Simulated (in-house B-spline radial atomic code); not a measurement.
Response and correlation of Re7+

Closed shell [Xe] 4f14. Computed with an all-electron radial atomic-structure program (B-spline basis): Dirac-Hartree-Fock, relativistic RPA (time-dependent Dirac-Hartree-Fock) for the response and second-order many-body perturbation theory for correlation, no-pair Dirac-Coulomb Hamiltonian, finite nucleus.

Command:
```bash
python run_mb.py task.json out
```
Settings (nuclear radius in fm, box in bohr, cutoff in hartree):
```
basis_form          2
Z                   75
core_configuration  [Xe] 4f14
rms_radius          5.3698
mass_number         187
speed_of_light      137.036
box_radius          8.526
lmax                7
intervals           61
virtual_cutoff      140625.0
```

Run time, properties included: 19 s on 1 thread of Arm Neoverse V2 (shared host).

```json
{"multipole (bohr³, bohr⁵, bohr⁷)": "dipole", "uncoupled": "2.0643", "coupled RPA": "1.6972"}
{"multipole (bohr³, bohr⁵, bohr⁷)": "quadrupole", "uncoupled": "1.7527", "coupled RPA": "1.9409"}
{"multipole (bohr³, bohr⁵, bohr⁷)": "octupole", "uncoupled": "4.9447", "coupled RPA": "?"}
```

Task: What is the coupled octupole polarisability?

Result: 6.0421 atomic units, +22 % against the uncoupled value.

Task: Which subshells carry the dipole polarisability?

Result: 5p3/2 64.8 %, 5p1/2 20.9 %, 4f7/2 8.0 %.

Task: What does the dipole shielding factor come to?

Result: The dipole shielding factor is 0.907, against the exact N/Z = 68/75 = 0.907 of the non-relativistic theorem.

Dipole polarisability at imaginary frequency:

```csv
u (Eh),α(iu) (bohr³)
0,1.697
1.13,1.394
3.39,0.6505
6.79,0.291
11.3,0.1502
22.6,0.05549
45.3,0.01828
113,0.003799
```

Task: What dispersion coefficients follow for two such ions (the dispersion part alone)?

Result: C6 = (3/π)∫α(iu)²du = 5.828 hartree·bohr⁶ and C8 = 38.4 hartree·bohr⁸.

Lowest J = 1 odd-parity excitations:

| energy (eV) | oscillator strength | leading channel | weight |
| --- | --- | --- | --- |
| 42.666 | 0.00311 | 5p3/2 → d3/2 | 0.817 |
| 49.981 | 1.02 | 5p3/2 → d5/2 | 0.591 |
| 53.491 | 0.0448 | 4f7/2 → d5/2 | 0.523 |
| 55.912 | 0.0239 | 4f7/2 → d5/2 | 0.29 |
| 56.353 | 0.0547 | 4f5/2 → d5/2 | 0.617 |
| 63.271 | 1.06 | 5p3/2 → s1/2 | 0.525 |
| 63.803 | 4.74 | 5p3/2 → s1/2 | 0.526 |
| 75.745 | 0.219 | 5p1/2 → s1/2 | 0.994 |

Second-order correlation energy by the highest angular momentum of the excited pair (hartree): s -0.03052, p -0.2625, d -0.8916, f -1.578, g -1.253, h -0.4387, i -0.2024, k -0.1003.

Task: What is the second-order correlation energy at the partial-wave limit?

Result: The listed waves sum to -4.7573 hartree; extrapolating the increments as (l + 1/2)⁻⁴ gives -4.9622 hartree, -1.99 eV per electron.
